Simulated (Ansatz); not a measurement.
Consider the redistribution: `OC[SiH2]O[SiH3]` + `N[SiH2][SiH](F)[SiH3]` → `N[SiH2][SiH2]CO` + `F[SiH]([SiH3])O[SiH3]`.

Program: Ansatz. Geometries: PBE0-D4/def2-TZVP. ΔE: electronic, gas phase. CCSD(T)/CBS adds triple-zeta CCSD(T) − MP2 to the extrapolated MP2 energy (def2 sets, frozen cores). DFT in def2-TZVPP. B3LYP here is the variant with VWN-RPA as its local correlation; programs differ in this. Each species was taken in one conformer, which may not be the lowest.

(1) Is it downhill or uphill in electronic energy at CCSD(T)/CBS, and by how much? (Best estimate.)

(2) What do these levels give: r2SCAN-D4, PBE0-D4, B2PLYP, PBE, B3LYP, HF/def2-TZVPP, MP2/def2-TZVPP, CCSD/def2-TZVPP, CCSD(T)/def2-TZVPP, HF/def2-QZVPP, MP2/def2-QZVPP, CCSD/CBS(def2)? (Estimate.)

Largest T1 diagnostic among the species: 0.013.

Results:

(1) The calculation gave: Downhill: ΔE = -2.8 kcal/mol.

(2) The calculation gave: r2SCAN-D4 -2.9, PBE0-D4 -2.9, B2PLYP -2.8, PBE -3.4, B3LYP -2.9, HF/def2-TZVPP -2.1, MP2/def2-TZVPP -2.8, CCSD/def2-TZVPP -2.8, CCSD(T)/def2-TZVPP -3.0, HF/def2-QZVPP -2.2, MP2/def2-QZVPP -2.7, CCSD/CBS(def2) -2.6 kcal/mol.
